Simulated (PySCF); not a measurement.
## Correlation energy of Co¹⁹⁺ (cobalt, charge +19)

Starting occupation: [He] 2s2 2p4, 2p1/2 with m_j = -1/2, +1/2, 2p3/2 with m_j = +1/2, +3/2. Computed with PySCF 2.14 in an even-tempered Gaussian basis (18 s from 4.6 bohr⁻², ratio 2.4; 11 p from 6 bohr⁻², ratio 2.4; 5 d from 25 bohr⁻², ratio 2.6; 5 f from 37 bohr⁻², ratio 2.6), with X2C-1e with screened-nucleus spin-orbit coupling, Gaussian nucleus. Frozen: nothing; 8 electrons correlated; the 30 highest virtual spinors left out.

MP2 pair energies summed by pair of shells (mhartree):

```csv
pair,energy,share (%)
2p-2s,-87.28,33.2
2p-2p,-83.67,31.8
1s-1s,-39.84,15.1
1s-2p,-30.14,11.5
2s-2s,-12.35,4.7
1s-2s,-9.82,3.7
```

Total MP2 correlation energy: -263.10 mhartree.

The GHF reference relaxed away from the jj start to a determinant that is no pure jj level (⟨S²⟩ = 1.77, ⟨J²⟩ = 6.00); the energies belong to that determinant.
